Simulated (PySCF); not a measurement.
H5P, SMILES [H][P@TB1]([H])([H])([H])[H]. Atoms are numbered in the order given.

```xyz
6

P      0.0000     0.0000     0.0000
H      0.0000     0.0000     1.4812
H      0.0000     0.0000    -1.4812
H      1.4274     0.0000     0.0000
H     -0.7137     1.2362     0.0000
H     -0.7137    -1.2362     0.0000
```

Coordinates come from a PBE0-D3(BJ)/def2-TZVPD optimisation.

Two levels are set side by side: PBE/pcSseg-2 (PySCF) and B3LYP/pcSseg-2 (PySCF). GIAO shifts against PH3 (³¹P), TMS (¹H) at the same level; non-relativistic, no solvent, atoms listed together averaged. Differences are taken from unrounded values.

```tsv
quantity	B3LYP
δ(³¹P) of P1 (ppm)	-3.0
```

Task: What does PBE give, and how far is it from B3LYP? (The exact figures need the calculation; the answer reports its results.)

Result: 
```tsv
quantity	PBE	PBE minus B3LYP
δ(³¹P) of P1 (ppm)	7.6	10.7
```

Rough cost on one machine, each run with all the roots and properties that it gave: B3LYP against PBE within a factor of 2.
